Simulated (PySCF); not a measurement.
Si(H)2(OH)(PH2) (H5OPSi), SMILES O[SiH2]P. Coordinates come from a TPSSh-D3(BJ)/def2-TZVP optimisation. The values are those of a single conformer.

These are TPSSh-D3(BJ)/def2-TZVP run with PySCF 2.14.0 values and carry that method's errors.

Harmonic wavenumbers (cm⁻¹): 166, 182, 240, 429, 438, 608, 695, 798, 826, 905, 907, 953, 1109, 2218, 2270, 2393, 2407, 3847. Rotational constants (GHz): 17.31, 3.441, 3.065; symmetry number 1.

**Question.** Work out the zero-point energy and the ideal-gas rigid-rotor harmonic-oscillator thermochemistry at 298.15 K and 1 atm.

**Answer.** ZPE = ½ Σ hcν = ½ × 21390 cm⁻¹ = 30.58 kcal/mol. H − E(el) = 34.74 kcal/mol. Entropy in cal/(mol K): translation 39.06, rotation 24.98, vibration 9.88, total 73.92. G − E(el) = 12.70 kcal/mol. Cp = 21.09 cal/(mol K).
